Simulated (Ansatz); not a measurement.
`C[CH2][GeH2][SiH3]`. The species carries charge 0 and has multiplicity 1. The geometry is a stationary point of PBE0-D4/def2-TZVP. It is one conformer, not always the lowest.

```xyz
14

C     0.975    1.634   -0.182
C    -0.494    1.275   -0.346
Ge   -0.785   -0.630   -0.742
Si    0.008   -2.012    1.030
H     1.546    1.404   -1.085
H     1.437    1.085    0.642
H     1.105    2.700    0.024
H    -1.058    1.516    0.560
H    -0.947    1.850   -1.158
H    -2.287   -0.900   -0.969
H    -0.042   -0.993   -2.046
H    -0.706   -1.679    2.294
H     1.464   -1.800    1.252
H    -0.215   -3.450    0.727
```

What is the dipole moment at r2SCAN/def2-TZVPP? (Best estimate.)

Computed: 0.94 D, with components (0.08, 0.94, 0.03) D in this frame, pointing from negative to positive charge.

And with PBE, B3LYP, ωB97M-V? (Estimate.)

Computed: PBE 0.96 D, B3LYP 0.91 D, ωB97M-V 0.87 D.

Give the Mulliken charges with r2SCAN, ωB97M-V, B3LYP in def2-TZVPP. (Best estimate.)

Computed: 
| atom | r2SCAN | ωB97M-V | B3LYP |
| --- | --- | --- | --- |
| C1 | -0.14 | -0.32 | -0.26 |
| C2 | -0.15 | -0.31 | -0.23 |
| Ge3 | 0.11 | 0.04 | 0.13 |
| Si4 | 0.13 | 0.05 | 0.12 |
| H5 | 0.06 | 0.11 | 0.09 |
| H6 | 0.05 | 0.10 | 0.08 |
| H7 | 0.05 | 0.11 | 0.09 |
| H8 | 0.06 | 0.12 | 0.09 |
| H9 | 0.06 | 0.12 | 0.09 |
| H10 | -0.02 | 0.01 | -0.02 |
| H11 | -0.02 | 0.01 | -0.03 |
| H12 | -0.06 | -0.02 | -0.06 |
| H13 | -0.06 | -0.02 | -0.06 |
| H14 | -0.06 | -0.02 | -0.05 |

B3LYP here is the variant with VWN-RPA as its local correlation; programs differ in this.
